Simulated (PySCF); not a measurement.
SMILES CC[O][Ge]([NH2])([NH2])[O]C (C₃H₁₂GeN₂O₂), GFN2-xTB optimised geometry.

```
20

C     -0.98    -1.05     3.45
C     -2.13    -1.45     2.54
O     -1.70    -2.09     1.36
Ge    -0.86    -1.37     0.00
N      0.96    -1.37     0.00
N     -1.36    -2.42    -1.39
O     -1.40     0.33     0.00
C     -0.81     1.38    -0.73
H     -0.36    -1.91     3.66
H     -1.37    -0.64     4.38
H     -0.37    -0.29     2.95
H     -2.73    -0.56     2.29
H     -2.78    -2.18     3.04
H      1.35    -2.30    -0.09
H      1.40    -0.92     0.79
H     -2.35    -2.61    -1.44
H     -1.03    -2.13    -2.30
H      0.27     1.22    -0.87
H     -1.28     1.47    -1.71
H     -0.97     2.30    -0.16
```

Density from PBE0/def2-SVP (PySCF 2.14.0) at that geometry.

Minimum of the electron density along straight lines between bonded atoms, close to the bond critical point (lines longer than 1.1 times the sum of covalent radii, or with two minima, are not listed):

| bond | length / Å | ρ at the minimum / e bohr⁻³ | ∇²ρ there / e bohr⁻⁵ | position (fraction from the first atom) |
|---|---|---|---|---|
| C1–C2 | 1.522 | 0.250 | … | 0.50 |
| C2–O3 | 1.413 | 0.250 | -0.35 | 0.34 |
| O3–Ge4 | 1.749 | 0.145 | 0.75 | 0.53 |
| Ge4–N5 | 1.825 | 0.143 | 0.42 | 0.47 |
| Ge4–N6 | 1.808 | 0.148 | 0.45 | 0.47 |
| Ge4–O7 | 1.781 | 0.135 | … | 0.47 |
| O7–C8 | 1.409 | 0.253 | … | 0.66 |
| C1–H9 | 1.088 | 0.276 | -1.01 | 0.63 |
| C1–H10 | 1.087 | 0.275 | -1.00 | 0.62 |
| C1–H11 | 1.089 | 0.275 | -0.99 | 0.62 |
| C2–H12 | 1.094 | 0.283 | -1.07 | 0.63 |
| C2–H13 | 1.096 | 0.282 | -1.06 | 0.63 |
| N5–H14 | 1.010 | 0.331 | -1.53 | 0.77 |
| N5–H15 | 1.011 | 0.330 | -1.51 | 0.76 |
| N6–H16 | 1.010 | 0.331 | -1.53 | 0.77 |
| N6–H17 | 1.010 | 0.331 | -1.52 | 0.76 |
| C8–H18 | 1.091 | 0.282 | -1.07 | 0.63 |
| C8–H19 | 1.093 | 0.280 | -1.05 | 0.63 |
| C8–H20 | 1.092 | 0.282 | -1.07 | 0.63 |

Fill in the missing entries.


- C1–C2, ∇²ρ there / e bohr⁻⁵: -0.59
- Ge4–O7, ∇²ρ there / e bohr⁻⁵: 0.65
- O7–C8, ∇²ρ there / e bohr⁻⁵: -0.39
